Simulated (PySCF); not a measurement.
Mg(CCH)2, C4H2Mg.
SMILES: `C#[C][Mg][C]#C`

The closed-shell ground state was solved at several levels (PySCF, density fitting, gas phase, non-relativistic). Geometry: PBE0-D3(BJ)/def2-SVP; no solvent, vibrations or thermal averaging.

```json
{"level": "KT2/pcSseg-1", "basis functions": "94", "total energy (Eh)": "-358.3419", "HOMO (eV)": "-6.45", "LUMO (eV)": "-1.23", "gap (eV)": "5.22", "dipole (D)": "0.02"}
{"level": "B3LYP/def2-SVPD", "basis functions": "117", "total energy (Eh)": "-353.4286", "HOMO (eV)": "-7.48", "LUMO (eV)": "-1.06", "gap (eV)": "6.42", "dipole (D)": "0.02"}
```

What might PBE0/pcSseg-1 (94 basis functions) give for the same quantities?

Total energy -353.2489 Eh, HOMO -7.66 eV, LUMO -0.41 eV, gap 7.25 eV, dipole 0.02 D.

Over all these levels, which gives the widest orbital gap and which the narrowest?

PBE0/pcSseg-1 (global hybrid, 25 % exact exchange) has the widest, 7.25 eV, and KT2/pcSseg-1 (GGA) the narrowest, 5.22 eV. The two share the basis. From the narrowest to the widest the HOMO moves by -1.21 eV and the LUMO by +0.82 eV.

How far do the dipole and the HOMO energy spread over the levels?

The dipole runs from 0.02 to 0.02 D (mean 0.02 D) and the HOMO from -7.66 to -6.45 eV.
